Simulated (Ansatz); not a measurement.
Molecule: CH₂BO, charge 0, multiplicity 2. It need not be the lowest isomer of its formula. 
Geometry from a B3LYP-D3(BJ)/def2-TZVP (Ansatz, a quantum-chemistry and plane-wave program) optimisation:
```xyz
5

B     -0.2250    -0.0101    -1.3469
H     -0.3344     1.0404    -1.8868
H     -0.2945    -1.0685    -1.8777
C      0.0170     0.0008     0.1019
O      0.2065     0.0092     1.2360
```
Charge 0, spin multiplicity 2.

Basis-set convergence of Hartree-Fock and CCSD correlation energies (hartree) with Ansatz. Correlated levels leave the core frozen unless marked. Open shells are spin-unrestricted. No spin-orbit coupling. Non-relativistic.

```json
[
 {"basis": "aug-cc-pVDZ", "functions": "87", "E(HF)": "-138.56306", "E(corr, CCSD)": "-0.41344"},
 {"basis": "aug-cc-pVTZ", "functions": "184", "E(HF)": "…", "E(corr, CCSD)": "…"}
]
```

**Question.** What belongs in the gaps?

**Answer.** 
- aug-cc-pVTZ, E(HF): -138.59786
- aug-cc-pVTZ, E(corr, CCSD): -0.48857
